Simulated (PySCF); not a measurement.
`C[C@]1(F)CCO[C@@H]1F`, C5H8F2O

Geometry:
| atom | x (Å) | y (Å) | z (Å) |
| --- | --- | --- | --- |
| C1 | -1.630 | 0.066 | 0.816 |
| C2 | -0.624 | 0.108 | -0.320 |
| F3 | -1.328 | 0.244 | -1.510 |
| C4 | 0.301 | -1.116 | -0.415 |
| C5 | 1.698 | -0.528 | -0.182 |
| O6 | 1.606 | 0.828 | -0.606 |
| C7 | 0.375 | 1.294 | -0.243 |
| F8 | 0.416 | 1.771 | 1.059 |
| H9 | -1.117 | -0.052 | 1.766 |
| H10 | -2.202 | 0.991 | 0.835 |
| H11 | -2.311 | -0.766 | 0.659 |
| H12 | 0.222 | -1.536 | -1.418 |
| H13 | 0.047 | -1.879 | 0.316 |
| H14 | 1.968 | -0.564 | 0.880 |
| H15 | 2.481 | -0.998 | -0.775 |
| H16 | 0.091 | 2.145 | -0.871 |

Method: TDDFT CAM-B3LYP/def2-SVPD circular dichroism and optical rotation, one conformer, gas phase in PySCF 2.14.0. Geometry: GFN2-xTB.

**Question.** Draw the ECD and absorption spectra from the lowest 8 states, each a Gaussian of half-width 0.2 eV at 1/e height.

**Answer.** 
| E (eV) | λ (nm) | Δε (L mol⁻¹ cm⁻¹) | ε (L mol⁻¹ cm⁻¹) |
| --- | --- | --- | --- |
| 7.76 | 160 | +0.01 | 0.877 |
| 7.91 | 157 | +0.24 | 21.2 |
| 8.06 | 154 | +1.85 | 167 |
| 8.21 | 151 | +4.73 | 427 |
| 8.36 | 148 | +3.96 | 358 |
| 8.51 | 146 | +1.87 | 174 |
| 8.66 | 143 | +5.18 | 573 |
| 8.81 | 141 | +7.59 | 1590 |
| 8.96 | 138 | -2.35 | 2390 |
| 9.11 | 136 | +9.41 | 2850 |
| 9.26 | 134 | +28.85 | 4270 |
| 9.41 | 132 | -10.38 | 5090 |

Δε uses R in velocity form, ε uses f in length form. Only the states computed contribute, so the short-wavelength end is incomplete.
